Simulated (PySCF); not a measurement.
C4H6OSi.
Structure used (PBE0-D3(BJ)/def2-SVP), in Å, numbered top down from 1:
```
atom  x, y, z in Å
C1     2.9628    0.5361    0.0433
C2     2.0790   -0.2828    0.1965
C3     1.0717   -1.2620    0.3878
C4    -0.2406   -1.0604    0.1655
O5    -0.7362    0.1051   -0.2693
Si6   -2.3551    0.4695   -0.5467
H7     3.7388    1.2653   -0.0955
H8     1.3728   -2.2521    0.7412
H9    -0.9562   -1.8751    0.3414
H10   -3.1357    0.3033    0.7153
H11   -2.3753    1.8796   -1.0069
H12   -2.9099   -0.4446   -1.5888
```

Linear response at PBE0/def2-SVPD (PySCF, frozen core in the response, non-relativistic). Geometry: PBE0-D3(BJ)/def2-SVP, one conformer, isolated molecule.

Static isotropic polarisability: 83.45 au (12.37 Å³), principal values 57.1, 75.2, 118.1 au.

Problem. What is the polarisability at 1064 nm and at the sodium D line?

Solution. 84.70 au at 1064 nm (+1.5 %), 87.83 au at 589.3 nm (+5.2 %). The rise at 589.3 nm is 3.50 times that at 1064 nm; a pure ω² law gives 3.26. The lowest singlet lies at 236 nm, shorter than both wavelengths.

Problem. What is the isotropic C6 coefficient between two such molecules, C6 = (3/π)∫α(iω)² dω?

Solution. 2338 au (Eh·bohr⁶) by a ten-point quadrature over imaginary frequencies, which is 1400 eV·Å⁶ or 135 J·nm⁶/mol.

Problem. Which effective excitation energy ω̄ makes London's formula C6 = (3/4)α²ω̄ exact here?

Solution. ω̄ = 4·C6/(3α²) = 0.448 Eh = 12.2 eV. A one-pole form α(ω) = α/(1 − ω²/ω̄²) fitted to the 1064 nm value gives 9.6 eV.

Problem. How anisotropic is the static polarisability, by Δα² = ½[(α1 − α2)² + (α2 − α3)² + (α3 − α1)²]?

Solution. Δα = 54.2 au, or 0.65 of the isotropic value.

Problem. How many electrons N does the Slater–Kirkwood formula C6 = (3/4)·√N·α^(3/2) need to give this C6?

Solution. N = (4·C6/3)²/α³ = 16.7; the species has 52 electrons in all.

Problem. What three-body coefficient follows from the one-pole estimate C9 = (3/4)·α·C6?

Solution. 146000 au. This is an estimate from the two numbers above, not a computed integral.

Problem. The lowest 6 singlets have (eV, f): 5.25, 0.000; 5.35, 0.424; 5.44, 0.000; 5.85, 0.001; 6.32, 0.004; 6.52, 0.000. What share of the static polarisability do they carry in the sum over states α = Σ f/ω²?

Solution. 11.05 au, 13.2 % of α; the largest term, 10.94 au, is that of the state at 5.35 eV. Their oscillator strengths add up to 0.43. Higher states carry the rest.

Problem. What n − 1 at the D line would an ideal gas of it have at 273.15 K and 1 atm (2.6868 × 10¹⁹ cm⁻³), by n − 1 = 2π·N·α′?

Solution. 21.97 × 10⁻⁴, a formal value whether or not that pressure can be reached.
